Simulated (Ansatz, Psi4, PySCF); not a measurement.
Species: CH5OSi, charge 0, multiplicity 2. SMILES: [O][SiH2]C
Geometry: optimised at B3LYP-D3(BJ)/def2-TZVP (Ansatz, a quantum-chemistry and plane-wave program).

Quantity: atomisation energy, in kcal/mol. Set-up: open shells spin-unrestricted; atomisation electronic, to ground-state atoms; 6-311+G** with 5d, 6d on Na to Ar in Ansatz; valence correlation only; spin-orbit terms left out; LANL2DZ with its own core potentials from Na on; non-relativistic; no dispersion term unless named; 6-31G* and kin with 6d, 5d where marked. CBS(X,Y): correlation extrapolated as X^-3; Hartree-Fock from the larger set. Ab initio and DFT rows: single points at B3LYP-D3(BJ) geometries (Ansatz).

Coupled cluster (Ansatz) is a level with limits of its own, used here on species with T1 under 0.025 (0.045 for open shells) and stable references: CCSD(T)/CBS(cc-pV(T+d)Z,cc-pV(Q+d)Z).

Value to compare with, CCSD(T)/CBS(cc-pV(T+d)Z,cc-pV(Q+d)Z) (Ansatz): 643.3 kcal/mol.

```tsv
level	program	atomisation energy (kcal/mol)	difference
HF/STO-3G	Ansatz	601.0	-42.3
HF/LANL2DZ	Ansatz	433.0	-210.3
HF/6-31G*	Ansatz	476.3	-167.0
PBE/LANL2DZ	Ansatz	616.7	-26.6
PBE/def2-SVP	Ansatz	642.7	-0.6
PBE/6-311+G**	Ansatz	637.3	-6.0
BLYP/6-31G*	Ansatz	632.0	-11.3
B3LYP/STO-3G	Ansatz	778.7	135.4
B3LYP/6-31G*	Ansatz	634.3	-9.0
B3LYP/cc-pVDZ	Ansatz	620.6	-22.7
B3LYP/6-311+G**	Ansatz	631.0	-12.3
wB97X-D/6-311+G**	Psi4	628.9	-14.4
MP2/LANL2DZ	Ansatz	520.8	-122.5
B3PW91/6-31G* (5d)	PySCF	632.6	-10.7
B2PLYP-D3(BJ)/def2-TZVPD	Ansatz + dftd3	636.2	-7.1
```

Among the 14 habitual levels, HF/LANL2DZ lies farthest from CCSD(T)/CBS(cc-pV(T+d)Z,cc-pV(Q+d)Z) (Ansatz) (-210.3 kcal/mol) and PBE/def2-SVP nearest (-0.6); 1 of 14 lie above it, and their mean absolute difference is 56.5 kcal/mol, the median 18.6. One case shows no general order.

The levels are drawn from those run, B3LYP/6-31G* more often than the rest, none by its result; left out are runs that failed, that the program found above a lower state of the same kind, or whose <S^2> lies over 0.5 above the pure value.
